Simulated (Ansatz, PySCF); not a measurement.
H2S, triplet, at the geometry of the source list (a higher spin typed on purpose: for a closed-shell molecule this is an excited state). Base run: MP2/6-31G** in PySCF.

Here is a job for PySCF.
```python
from pyscf import gto, scf, mp

mol = gto.M(
    atom='''
S    -0.036100    0.612300   -0.000000
H    -0.937100   -0.362400   -0.000000
H     0.973200   -0.249900    0.000000
''',
    basis='6-31g**',
    charge=0,
    spin=2,
    verbose=4,
)

mf = scf.UHF(mol)
mf.kernel()

pt = mp.MP2(mf)
pt.kernel()
print('E(MP2) = %.10f' % pt.e_tot)
```

The same geometry, method and basis name were run in Ansatz (a first-principles code) and PySCF, at each program's defaults and at the settings that a row names. The base is PySCF at its defaults. Differences at the defaults can come from grids, fitting, cores and function types together.

```csv
code and settings,ΔE vs base (µEh),basis functions,E (Eh),SCF cycles,SCF-reference dipole (D)
"PySCF, defaults (exact integrals, spherical functions, all electrons correlated)",0.0,28,-398.59103,10,0.79
"Ansatz, defaults (factorised integrals, Cartesian functions, frozen core)",4406,29,-398.58662,-,-
"PySCF, frozen core",6873,28,-398.58415,10,0.79
"Ansatz, high accuracy, frozen core, Cartesian functions as the basis file defines them",4404,29,-398.58662,-,-
```

Open shells are given as the SCF converged; they aren't shown to be the lowest states, and a large step between rows can be another state.
